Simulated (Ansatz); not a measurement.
Calculated with Ansatz (gas phase, PBE0-D4/def2-TZVP geometries, no zero-point term in ΔE). CBS: MP2 limit from def2 TZ/QZ plus the TZ coupled-cluster correction, frozen cores. This one scheme is used for every species. Functionals use def2-TZVPP. B3LYP here is the variant with VWN-RPA as its local correlation; programs differ in this. For Zn outer-core shells are correlated without core-valence functions, which leaves a few kJ/mol of doubt a bond. Scalar relativity is left out up to krypton. Each species was taken in one conformer, which may not be the lowest.

`CC[Si]O` + `S[CH2][ZnH]` → `CC[Si]S` + `O[CH2][ZnH]`  (redistribution)

| level | ΔE (kJ/mol) | difference from CCSD(T)/CBS |
| --- | --- | --- |
| revPBE-D4 | 76.1 | -18.6 |
| PBE0-D4 | 82.8 | -11.9 |
| r2SCANh-D4 | 88.0 | -6.7 |
| r2SCAN0-D4 | 89.9 | -4.8 |
| r2SCAN | 86.7 | -8.0 |
| PBE0 | 82.5 | -12.2 |
| B3LYP | 85.5 | -9.2 |
| r2SCANh | 88.0 | -6.7 |
| r2SCAN0 | 89.8 | -4.9 |
| BHLYP | 92.3 | -2.4 |
| RPA@PBE/def2-TZVPP | 89.3 | -5.4 |
| CCSD/def2-SVP | 78.1 | -16.6 |
| SCS-MP2/def2-TZVPP | 97.5 | 2.8 |
| CCSD(T)/def2-TZVPP | 93.3 | -1.4 |
| HF/def2-QZVPP | 96.1 | 1.4 |
| CCSD/CBS(def2) | 95.9 | 1.2 |
| CCSD(T)/CBS | 94.7 | 0 |

Largest T1 diagnostic among the species: 0.014.

From PBE to PBE0 (25 % exact exchange), in def2-TZVPP and without D4, ΔE moves by +5.7 kJ/mol. Leaving LDA and LC-ωPBE aside and taking each functional with its dispersion term where it has one, the values, not all of them listed here, spread over 17.5 kJ/mol, from revPBE-D4 to ωB97M-V. LDA lies +7.2 kJ/mol from PBE without D4. At CCSD(T), def2-SVP lies −17.7 kJ/mol from the extrapolated value and def2-TZVPP −1.4 kJ/mol.
